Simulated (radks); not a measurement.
Species: neutral calcium. Configuration: [Ar] 3d0.5 4s0.5 4p1 (fractional occupations, a model configuration).

Method: scalar-relativistic Kohn-Sham, r2SCAN, spin-unpolarised, spherical densities, finite nucleus; meta-GGA in the generalised Kohn-Sham scheme; Fermi nuclear charge, rms radius 3.4776 fm; computed with a radial shooting solver on a logarithmic mesh with Libxc functionals.

Energy parts (eV):
total: -18514.130
kinetic: 18640.442
electron-nucleus: -43965.615
Hartree: 7795.596
exchange-correlation: -984.554

Orbitals (lengths in bohr, moments of r in powers of bohr; r(90%) holds 90 % of the orbital's charge):
orbital,occ.,eigenvalue (eV),r(90%)
1s,2,-3967.363,0.137
2s,2,-420.6709,0.565
2p,6,-338.7145,0.539
3s,2,-48.6933,1.74
3p,6,-28.8061,1.97
3d,0.5,-1.7638,5.02
4s,0.5,-3.9775,6.46
4p,1,-1.7336,8.36

The highest occupied level is 4p at -1.734 eV. Summed over all electrons, <r^2> = 66.60 bohr^2, which gives a Langevin (diamagnetic) susceptibility term of -52.8 x 10^-6 cm^3/mol. The electron density at the nucleus is 6182 e/bohr^3 (large components only).
